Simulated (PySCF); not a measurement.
Constitutional and geometric isomers with formula C3H4S. Gas-phase values, no solvent. One relaxed conformer stands for each flexible species; it need not be the lowest. Strings in code marks are SMILES.

The HOMO–LUMO gap from two functionals at the same geometries (PBE0-D3(BJ)/def2-TZVP), both in PySCF: PBE-D3(BJ)/def2-TZVP and M06-2X/def2-TZVP. 

```json
[
 {"species": "`C#CSC`", "PBE-D3(BJ)/def2-TZVP (eV)": "4.22", "M06-2X/def2-TZVP (eV)": "8.34"},
 {"species": "`S=C1CC1`", "PBE-D3(BJ)/def2-TZVP (eV)": "1.96", "M06-2X/def2-TZVP (eV)": "6.12"},
 {"species": "`C(=S)C=C` (C–C–C–S torsion 180°)", "PBE-D3(BJ)/def2-TZVP (eV)": "1.70", "M06-2X/def2-TZVP (eV)": "5.90"},
 {"species": "`C#CCS`", "PBE-D3(BJ)/def2-TZVP (eV)": "4.85", "M06-2X/def2-TZVP (eV)": "9.25"}
]
```

Over these rows, drawn at random from the members with no instability flagged (it was tested for open shells, ions and some series alone), PBE minus M06-2X: mean -4.22 eV, from -4.39 eV to -4.12 eV.
